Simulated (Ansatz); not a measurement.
Consider the ligand exchange at a B–Se bond: `C[Se]B(Cl)Cl` + H₂S → `SB(Cl)Cl` + `C[SeH]`.

Isolated molecules relaxed with PBE0-D4/def2-TZVP in Ansatz; ΔE leaves out vibrations. CBS: MP2 limit from def2 TZ/QZ plus the TZ coupled-cluster correction, frozen cores. This one scheme is used for every species. DFT in def2-TZVPP. B3LYP here is the variant with VWN-RPA as its local correlation; programs differ in this. For Se outer-core shells are correlated without core-valence functions, which leaves a few kJ/mol of doubt a bond. Scalar relativity is left out up to krypton. Each species was taken in one conformer, which may not be the lowest.

`C[Se]B(Cl)Cl`:

Z-matrix (Å, degrees):
```
C
Se 1 1.948
H 1 1.087 2 109.8
H 1 1.087 2 109.8 3 -121.7
H 1 1.088 2 106.3 3 119.1
B 2 1.916 1 101.1 3 61.0
Cl 6 1.748 2 117.6 1 -180.0
Cl 6 1.748 2 122.9 1 0.0
```

H₂S:

Z-matrix (Å, degrees):
```
S
H 1 1.341
H 1 1.341 2 92.3
```

`SB(Cl)Cl`:

Z-matrix (Å, degrees):
```
B
S 1 1.787
Cl 1 1.747 2 122.7
Cl 1 1.746 2 117.5 3 -180.0
H 2 1.343 1 96.3 3 -0.1
```

`C[SeH]`:

Z-matrix (Å, degrees):
```
C
Se 1 1.949
H 1 1.088 2 110.6
H 1 1.087 2 110.6 3 -123.3
H 1 1.089 2 106.0 3 118.4
H 2 1.468 1 95.4 3 61.7
```

(1) Is it downhill or uphill in electronic energy at CCSD(T)/CBS, and by how much? (Estimate.)

(2) What do these levels give: PBE-D4, r2SCAN-D4, B97M-V, B3LYP-D4, r2SCANh-D4, r2SCANh, RPA@PBE/def2-TZVPP, CCSD(T)/def2-SVP, HF/def2-TZVPP, MP2/def2-TZVPP, HF/def2-QZVPP, SCS-MP2/def2-QZVPP? (Best estimate.)

Largest T1 diagnostic among the species: 0.012.

Answers

(1) Computed: Uphill: ΔE = +7.2 kJ/mol.

(2) Computed: PBE-D4 2.9, r2SCAN-D4 2.3, B97M-V -1.0, B3LYP-D4 2.0, r2SCANh-D4 2.0, r2SCANh 0.9, RPA@PBE/def2-TZVPP 5.4, CCSD(T)/def2-SVP -4.0, HF/def2-TZVPP -7.0, MP2/def2-TZVPP 8.2, HF/def2-QZVPP -7.0, SCS-MP2/def2-QZVPP 5.7 kJ/mol.

Leaving LDA and LC-ωPBE aside and taking each functional with its dispersion term where it has one, the values, not all of them listed here, spread over 4.0 kJ/mol, from B97M-V to revPBE-D4. LDA lies +3.2 kJ/mol from PBE without D4. At CCSD(T), def2-SVP lies −11.2 kJ/mol from the extrapolated value and def2-TZVPP −2.0 kJ/mol. The D4 term adds +5.5 kJ/mol with B3LYP and +3.1 kJ/mol with PBE0; it sums over pairs of atoms, weighted by their polarisabilities, and B3LYP, whose exchange is more repulsive, gets the larger term.
